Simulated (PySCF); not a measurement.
BaO, SMILES [Ba]=[O].

The structure is a stationary point at r2SCAN-D4/def2-TZVPD. The def2 effective core potentials stand for the cores of Ba; spin–orbit coupling is left out.

Calculation: PySCF with r2SCAN/def2-TZVPD.

```
Quantity                                                                                                       Result
---------------------------------------------------------------------------------------------  ----------------------
total energy                                                                                       -100.72083 hartree
point group                                                                                                       C∞v
highest occupied level                                                                                       -3.63 eV
lowest empty level                                                                                           -1.22 eV
orbital gap                                                                                                   2.41 eV
dipole moment                                                                                                  7.65 D
quadrupole, principal values (traceless, Buckingham form, about the centre of nuclear charge)  -18.66, 9.33, 9.33 D·Å
mean static polarisability                                                                       53.8 bohr³ (7.98 Å³)
polarisability, principal values                                                               31.3, 31.3, 99.0 bohr³
```
